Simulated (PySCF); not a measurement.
Computed properties of CH4BClS, SMILES SB(Cl)C

B(Cl)(Me)(SH) (CH₄BClS), SMILES CB(Cl)S. Geometry optimised at B3LYP-D3(BJ)/def2-SVP. Other conformers were not sampled. All values are computed for the isolated molecule unless a solvent is named; none is compared with measurement here.

**Structure.** The optimised structure has Cs symmetry. All 18 harmonic modes at B3LYP-D3(BJ)/def2-SVP (PySCF) are real, so it is a minimum. With heavy atoms numbered as in [B:1]([Cl:2])([CH3:3])[SH:7], the shortest bond between them is B1–C3 at 1.566 Å and the longest B1–S7 at 1.801 Å.

**Vibrations.** The strongest infrared lines (harmonic, unscaled, degenerate partners summed) lie at 1042 cm⁻¹ (227 km/mol, B 58 %, H 27 %, C 10 %), 1120 cm⁻¹ (78 km/mol, B 64 %, H 26 %), 774 cm⁻¹ (76 km/mol, H 47 %, B 27 %, C 10 %, Cl 9 %). The softest mode is at 77 cm⁻¹ and the zero-point energy is 32.4 kcal/mol.

**Electronic structure.** r2SCAN/def2-TZVP (PySCF) places the frontier levels at -7.16 and -1.53 eV, a gap of 5.63 eV, and gives a dipole moment of 2.15 D and a mean polarisability of 57.9 bohr³.

**Excitations.** TDDFT-CAM-B3LYP/def2-SVPD (PySCF) has S1 at 6.22 eV (199 nm, f = 0.000, dark); the most intense of the 10 singlets computed lies at 6.35 eV (f = 0.20). T1 (TDA) is at 5.16 eV. No vertical singlet excitation falls in the visible range (under 3.1 eV).

**NMR.** GIAO shifts at PBE0/pcSseg-1 (PySCF) (non-relativistic, atoms alike by connectivity averaged): ¹³C at 19.3 ppm against TMS; ¹H from 1.4 to 3.8 ppm against TMS; ¹¹B at 57.0 ppm against BF3. Without spin–orbit terms, shifts of atoms bonded to Cl or Br come out too high.
